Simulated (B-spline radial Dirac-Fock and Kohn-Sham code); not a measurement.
## Ionisation energies of terbium ions, computed and tabulated

Level of theory: ΔSCF Dirac-Fock with Breit, self-energy and vacuum polarisation, finite nucleus, configuration average; an atomic code on a B-spline grid. Each value is the difference of the configuration-average energies of two neighbouring ions in their tabulated ground configurations. Correlation and solid-state effects are left out. NIST's values refer to the lowest levels; many for high charge states are themselves semi-empirical or theoretical. Where a p, d or f shell is open in either ion the computed value averages over both j values and all terms, while the table refers to the lowest levels; that difference holds spin-orbit splitting (largest in heavy or highly charged ions), term energies where several electrons share open shells, and correlation, and it can reach 10 % or more.

```tsv
ion	configuration	computed (eV)	NIST (eV)	kind	NIST − computed (eV)
Tb²⁰⁺	[Kr] 4d9	655.6	651 ± 4	theoretical	-4.61
Tb²¹⁺	[Kr] 4d8	695.3	690 ± 4	theoretical	-5.28
Tb²²⁺	[Kr] 4d7	735.6	732 ± 4	theoretical	-3.61
Tb²³⁺	[Kr] 4d6	776.6	772 ± 4	theoretical	-4.59
Tb²⁴⁺	[Kr] 4d5	818.2	816 ± 4	theoretical	-2.23
Tb²⁵⁺	[Kr] 4d4	860.5	866 ± 4	theoretical	+5.49
Tb²⁶⁺	[Kr] 4d3	903.4	909 ± 4	theoretical	+5.56
Tb²⁷⁺	[Kr] 4d2	947.0	954 ± 4	theoretical	+6.98
Tb²⁸⁺	[Kr] 4d1	991.2	997 ± 4	theoretical	+5.77
Tb²⁹⁺	[Ar] 3d10 4s2 4p6	1180.2	1165 ± 4	theoretical	-15.18
Tb³⁰⁺	[Ar] 3d10 4s2 4p5	1225.2	1208 ± 4	theoretical	-17.22
Tb³¹⁺	[Ar] 3d10 4s2 4p4	1270.7	1256 ± 4	theoretical	-14.75
Tb³²⁺	[Ar] 3d10 4s2 4p3	1316.7	1301 ± 4	theoretical	-15.74
Tb³³⁺	[Ar] 3d10 4s2 4p2	1363.2	1393 ± 5	theoretical	+29.79
Tb³⁴⁺	[Ar] 3d10 4s2 4p1	1410.1	1443 ± 5	theoretical	+32.86
Tb³⁵⁺	[Ar] 3d10 4s2	1558.5	1559 ± 5	theoretical	+0.52
```

**Question.** Where in this range is the largest relative jump, and why?

**Answer.** From Tb²⁸⁺ (991.2 eV) to Tb²⁹⁺ (1180.2 eV), a factor of 1.19. The configuration goes from [Kr] 4d1 to [Ar] 3d10 4s2 4p6, so the next electron comes out of a deeper subshell.
